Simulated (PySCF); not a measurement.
**P(2+): excitation energy**

P(2+) [Ne] 3s2 3p1 (2P) → P(2+) [Ne] 3s2 4s1 (2S), as a difference of total energies. Calculation: PySCF 2.14, in x2c-TZVPPall with one added diffuse shell each of s, p, d type (6s6p4d1f, 51 functions); the spin-free X2C one-electron Hamiltonian (Gaussian nucleus). Correlated levels: valence: [Ne] frozen; valence and next inner shell: 1s2 frozen. The calculations carry no spin-orbit coupling.

```
                                method  excitation energy (cm⁻¹)
                                   UHF                    117060
                                   LDA                    116680
                                   PBE                    117360
                                  PBE0                    118280
                                r2SCAN                    120880
                                  BP86                    117650
                                  TPSS                    119940
                                  BLYP                    116590
                               wB97M-V                    115160
                         MP2 (valence)                    116840
                     SCS-MP2 (valence)                    117080
    MP2 (valence and next inner shell)                    116580
SCS-MP2 (valence and next inner shell)                    116840
```

A first-order spin-orbit estimate (lowest level to lowest level, LS coupling) adds 0.042 eV.

The promoted electron is Rydberg-like, and one or two diffuse shells describe it only roughly, which tends to raise the upper state.
